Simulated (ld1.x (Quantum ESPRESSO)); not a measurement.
# gadolinium (Gd), TM semilocal: configuration errors across variants

| Quantity | Value |
| --- | --- |
| Element | Gd (Z = 64) |
| Generator | ld1.x (Quantum ESPRESSO) 7.5 |
| Type | norm-conserving Troullier–Martins (semilocal form) |
| Functional | PBE |
| Relativity | scalar-relativistic |
| Frozen core | [Kr] 4d10 4f7 |
| Valence charge | 11 |
| Reference configuration | 5s2 5p6 5d1 6s2 6p0 |
| Partial waves | 5s (bound): rc 1.95 bohr; 5d (bound): rc 2.40 bohr; 5p (bound): rc 2.15 bohr |
| Local potential | the p channel |
| Core correction | none |

Occupied shells without a wave of their own: 6s. They enter only through the test configuration that unscreens the potential.

All-electron excitation energies from the reference (eV): (1) 5s2 5p6 5d1 6s1 6p0 6.645; (2) 5s2 5p6 5d1 6s0 6p0 18.745; (3) 5s2 5p6 5d0 6s0 6p0 38.580; (4) 5s2 5p6 5d0 6s2 6p0 6.046; (5) 5s2 5p6 5d1 6s1.5 6p0 2.678; (6) 5s2 5p6 5d2 6s0 6p0 7.756.

A semilocal file is local in each channel, so a ghost entry of none says nothing of the separable form that plane-wave codes build from it.

For the base: The 6s level has no wave, so the channel is fitted at the deeper level alone: the likely source of the large errors.

Tests that are not counted but printed errors over 1 eV. “base”: 5s2 5p6 5d1 6s1 6p1 (solver errors, printed error -4.5 eV). “all radii scaled by about 0.84 (s 1.64, p 1.80, d 2.02 bohr)”: 5s2 5p6 5d1 6s1 6p1 (solver errors, printed error -10.6 eV). “all radii scaled by about 0.93 (s 1.82, p 2.00, d 2.24 bohr)”: 5s2 5p6 5d1 6s1 6p1 (solver errors, printed error -11.1 eV). “all radii scaled by about 1.15 (s 2.24, p 2.46, d 2.76 bohr)”: 5s2 5p6 5d1 6s1 6p1 (pseudo-atom not self-consistent, printed error -691 eV). “all radii scaled by about 1.28 (s 2.50, p 2.76, d 3.08 bohr)”: 5s2 5p6 5d1 6s1 6p1 (solver errors, printed error -5.6 eV).

2 further variants failed, have other tests or too few solved ones, and are left out.

The file “base” misses its own reference levels by 0.6 eV. The file “all radii scaled by about 0.93 (s 1.82, p 2.00, d 2.24 bohr)” misses its own reference levels by 0.3 eV. The file “all radii scaled by about 1.15 (s 2.24, p 2.46, d 2.76 bohr)” misses its own reference levels by 1.4 eV. The file “all radii scaled by about 1.28 (s 2.50, p 2.76, d 3.08 bohr)” misses its own reference levels by 1.8 eV.

Errors AE − PS in meV (a dash: test not solved or not reliable):

```csv
change,(1),(2),(3),(4),(5),(6),bound ghosts
base,-775,-2034,-2940,-18,-337,-1363,none
"all radii scaled by about 0.76 (s 1.48, p 1.64, d 1.82 bohr)",-92,-228,-388,-14,-41,-151,none
"all radii scaled by about 0.84 (s 1.64, p 1.80, d 2.02 bohr)",-200,-512,-795,-13,-88,-339,none
"all radii scaled by about 0.93 (s 1.82, p 2.00, d 2.24 bohr)",-444,-1158,-1712,-14,-194,-769,none
"all radii scaled by about 1.15 (s 2.24, p 2.46, d 2.76 bohr)",-1816,-4813,-6523,+150,-787,-3485,none
"all radii scaled by about 1.28 (s 2.50, p 2.76, d 3.08 bohr)",-2398,-6398,-7993,+675,-1035,-5137,not determined
```

(1) Give the same row for: all radii scaled by about 1.21 (s 2.36, p 2.60, d 2.92 bohr).

Results:

(1) -2098, -5595, -7251, +424, -906, -4297; bound ghosts: none. Not counted: 5s2 5p6 5d1 6s1 6p1 (solver errors, printed error -5.3 eV).
